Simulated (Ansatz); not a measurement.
One geometry of [CuBr3(NH3)]- (CuBr3NH3⁻), several levels of theory.

```yaml
crystal:
  periodic: [false, false, false]
  atoms:
    - {symbol: Cu, position_ang: [-0.004870, 0.934473, 0.084845]}
    - {symbol: Br, position_ang: [2.351399, 0.688769, 0.799045]}
    - {symbol: Br, position_ang: [0.008204, 3.167789, -0.726553]}
    - {symbol: Br, position_ang: [-2.393943, 0.671957, 0.673387]}
    - {symbol: N, position_ang: [0.009526, -1.112446, -0.208672]}
    - {symbol: H, position_ang: [-0.816671, -1.431023, -0.725841]}
    - {symbol: H, position_ang: [-0.040033, -1.492892, 0.741738]}
    - {symbol: H, position_ang: [0.886388, -1.426626, -0.637949]}
basis:
  gaussian: {orbitals: def2-TZVPD, initial_orbitals: start.molden}
total_charge: -1
magnetization: {spin_polarized: true, initial_magnetization: 1}
hamiltonian: {xc: pbe0, dispersion: d4}
scf: {omitted_lower_state_checks: [starts]}
output: {orbitals: {seedname: orbitals}}
```

The file start.molden holds the orbitals of an earlier run on this structure, at another level or in another basis.

```sh
$ ansatz run in.yaml --threads 4 --pin off --events-out ev --progress --plain --max-ram 4787MiB
```

Shortened log:

```
Functional definition: PBE0
2024 factors; integrals over basis functions are off by at most 1.1e-3 eV
mean field evaluation 1: about -256290.4474 eV, gradient 1.7e2 eV
mean field evaluation 2: about -256293.2045 eV, gradient 6.1e0 eV
mean field evaluation 4: about -256293.8387 eV, gradient 6.5e-1 eV
mean field evaluation 8: about -256293.8463 eV, gradient 9.9e-5 eV
mean field -256293.84627650 eV, -9418.6251284529 hartree, gradient 1.8e-5 eV, S^2 0.754234; 0 other end points of the search recorded, 0 dependent functions left out
reference -256293.84633166 eV, -9418.6251304801 hartree; 73, 72 occupied and 210, 211 virtual orbitals, 2024 factors
Total energy: -256294.10833935 eV, -9418.6347590850 hartree
Checks for a lower state left out: starts
```

Run time 28 s (4 threads of Arm Neoverse V2 on a shared host), peak host memory 1.6 GiB.

As the first input, with `gaussian: {orbitals: STO-3G}`, `hamiltonian: {xc: hf}` (abridged; 7.5 s):

```
Functional definition: HF
mean field evaluation 16: about -253338.1559 eV, gradient 1.8e0 eV
mean field evaluation 32: about -253338.3416 eV, gradient 8.8e-2 eV
mean field -253338.35290382 eV, -9310.0127503124 hartree, gradient 6.5e-6 eV, S^2 1.745395
Total energy: -253338.35290382 eV, -9310.0127503124 hartree
Checks for a lower state left out: starts
```

The first input with `correlation: {method: mp2, frozen_orbitals: {Br: 9, Cu: 9, H: 0, "N": 1}}` and without the key `hamiltonian` (abridged; 34 s):

```
Functional definition: HF
mean field -256132.27134118 eV, -9412.6873590994 hartree, gradient 7.3e-6 eV, S^2 0.754321
37 core orbitals not correlated: weight in the atoms' cores, before any rotation towards them, 1.000 or more for the frozen orbitals, at most 0.000 for the correlated occupied ones
second order -38.57925139 eV of doubles, -0.00000000 eV of singles
Total energy: -256170.85059258 eV, -9414.1051204382 hartree
Checks for a lower state left out: starts
```

The first input with `hamiltonian: {xc: hf}` (abridged; 27 s):

```
Functional definition: HF
mean field -256132.27134118 eV, -9412.6873590994 hartree, gradient 1.8e-5 eV, S^2 0.754321
Total energy: -256132.27134118 eV, -9412.6873590994 hartree
Checks for a lower state left out: starts
```

First input, but with `hamiltonian: {xc: {name: LC-wPBE}}` (abridged; 27 s):

```
Functional definition: LC-wPBE
mean field -256290.94551815 eV, -9418.5185275498 hartree, gradient 3.6e-5 eV, S^2 0.756011
Total energy: -256290.94551816 eV, -9418.5185275502 hartree
Checks for a lower state left out: starts
```

As the first input, with `hamiltonian: {xc: pbe, dispersion: d4}` (abridged; 11 s):

```
Functional definition: PBE
mean field -256286.58137377 eV, -9418.3581482020 hartree, gradient 1.4e-5 eV, S^2 0.751163
Total energy: -256286.88204913 eV, -9418.3691978175 hartree
Checks for a lower state left out: starts
```

As the first input, with `hamiltonian: {xc: r2scan, dispersion: d4}` (abridged; 25 s):

```
Functional definition: r2SCAN
mean field -256324.54100779 eV, -9419.7531390223 hartree, gradient 6.6e-5 eV, S^2 0.752571
Total energy: -256324.61173197 eV, -9419.7557380878 hartree
Checks for a lower state left out: starts
```

Geometry: PBE-D4/def2-SVPD.

LC-ωPBE has ω = 0.4 bohr⁻¹. Correlated methods freeze 37 core orbitals; core or outer-core shells of Br are correlated, in sets that lack core-valence functions. At HF/STO-3G the charge -1 doublet is spin-contaminated (final ⟨S²⟩ up to 1.75, 0.75 for a pure state). At HF/STO-3G the highest occupied level of the charge -1 doublet lies above zero (up to 3.44 eV). In Hartree–Fock with STO-3G the lack of diffuse functions raises the level. No other spin state of charge -1 was run.
